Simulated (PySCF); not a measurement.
C2H6OSi, SMILES C(=C)O[SiH3].

The structure is a stationary point at B3LYP-D3(BJ)/def2-SVP. The geometry has at least one imaginary mode, so it is a saddle point at that level. The values are those of a single conformer.

These are PBE/def2-TZVP run with PySCF values and carry that method's errors.

Symmetry labels are those of the subgroup Cs that the program uses (full group Cs).

Task: List the valence orbital energies around the gap with their symmetry. (The exact figures need the calculation; the answer reports its results.)

Result: 
| orbital | symmetry | energy (eV) |
|---|---|---|
| HOMO−7 | A' | -11.81 |
| HOMO−6 | A' | -11.05 |
| HOMO−5 | A" | -10.13 |
| HOMO−4 | A' | -9.49 |
| HOMO−3 | A' | -8.83 |
| HOMO−2 | A" | -8.29 |
| HOMO−1 | A' | -7.74 |
| HOMO | A" | -5.72 |
| LUMO | A' | -0.83 |
| LUMO+1 | A" | -0.62 |
| LUMO+2 | A' | 0.39 |
| LUMO+3 | A' | 0.87 |
